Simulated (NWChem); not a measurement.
# GaAsH₄; SMILES [GaH2][AsH2]

All runs: NWChem. Pople sets run with spherical d functions. Geometry: optimised at PBE-D3(BJ)/def2-SVP.

Question: Among these, which level gives the highest value of “dipole (D)”?
A) Hartree-Fock/STO-3G
B) Hartree-Fock/3-21G
C) Hartree-Fock/6-31G*
D) Hartree-Fock/6-311G**

Answer: B, Hartree-Fock/3-21G. Values: Hartree-Fock/STO-3G 0.66; Hartree-Fock/6-311G** 0.73; Hartree-Fock/6-31G* 0.82; Hartree-Fock/3-21G 1.10
